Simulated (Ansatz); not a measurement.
MgB+, closed-shell singlet (lowest of 2S+1 = 1, 3 at CCSD(T)/def2-TZVPP on PBE0 minima; our sources give no spin for the ground state, which may be another), most abundant isotopes (11.0093 and 23.9850 u). Constants from fifth-degree fits in 1/R to seven points on the lowest solution found; no spin–orbit coupling, no relativity up to Kr; ω_e x_e and α_e move by some per cent with the fit.

Correlated levels freeze the inner cores; with def2 sets outer-core shells near the valence are correlated too.

Codes used: Ansatz (a first-principles code). Values without a source in brackets are computed.

```json
[
 {"level": "PBE/def2-TZVPP", "r_e (Å)": "2.5872", "ω_e (cm⁻¹)": "329.9", "ω_e x_e (cm⁻¹)": "2.52", "α_e (cm⁻¹)": "0.00380"},
 {"level": "CCSD(T)/def2-QZVPP", "r_e (Å)": "2.5647", "ω_e (cm⁻¹)": "341.1", "ω_e x_e (cm⁻¹)": "1.67", "α_e (cm⁻¹)": "0.00318"}
]
```

Problem. Derive the rotational constants, the centrifugal constant, the fundamental, the zero-point energy and the force constant.

Solution. 
μ = 7.54575 u.
- PBE/def2-TZVPP: B_e = 16.8576/(μ r_e²) = 0.33375 cm⁻¹; B₀ = B_e − α_e/2 = 0.33185 cm⁻¹; D = 4B_e³/ω_e² = 1.37e-06 cm⁻¹; fundamental ω_e − 2ω_e x_e = 325 cm⁻¹; zero-point energy ω_e/2 − ω_e x_e/4 = 164 cm⁻¹; k = μ(2πcω_e)² = 48.4 N/m; the line J = 1 ← 0 at 2B₀ = 19.90 GHz
- CCSD(T)/def2-QZVPP: B_e = 16.8576/(μ r_e²) = 0.33965 cm⁻¹; B₀ = B_e − α_e/2 = 0.33806 cm⁻¹; D = 4B_e³/ω_e² = 1.35e-06 cm⁻¹; fundamental ω_e − 2ω_e x_e = 338 cm⁻¹; zero-point energy ω_e/2 − ω_e x_e/4 = 170 cm⁻¹; k = μ(2πcω_e)² = 51.7 N/m; the line J = 1 ← 0 at 2B₀ = 20.27 GHz

Doubts at one or more of the structures used: a restricted determinant that unrestricted orbitals would lower (CCSD(T)/def2-QZVPP).
